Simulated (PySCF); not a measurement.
Computed IR spectrum (relative IR intensity) of a molecule C₂H₉GeNO. The structure is a stationary point at PBE0-D3(BJ)/def2-SVP. Other conformers were not sampled. All values below come from PBE0-D3(BJ)/def2-SVP run with PySCF 2.14.0. Frequencies are harmonic and unscaled.

| ν (cm⁻¹) | relative intensity |
|---|---|
| 96 | 2.2 |
| 160 | 9.9 |
| 306 | 4.5 |
| 337 | 3.9 |
| 387 | 74 |
| 517 | 16 |
| 669 | 13 |
| 710 | 14 |
| 716 | 43 |
| 802 | 76 |
| 816 | 7.3 |
| 854 | 48 |
| 896 | 24 |
| 954 | 10 |
| 1118 | 9.0 |
| 1164 | 100 |
| 1177 | 2.5 |
| 1422 | 23 |
| 1450 | 3.3 |
| 1540 | 15 |
| 2147 | 62 |
| 2176 | 67 |
| 2988 | 31 |
| 3044 | 16 |
| 3058 | 9.3 |
| 3159 | 9.9 |
| 3162 | 9.6 |
| 3604 | 13 |
| 3711 | 16 |

Task: Which structure fits?
(A) C[O][Ge@H]([CH3])[NH2]
(B) C[NH][GeH2][O]C
(C) CC[O][GeH2][NH2]
(D) CN[CH2][GeH2][OH]

Result: C, CC[O][GeH2][NH2]
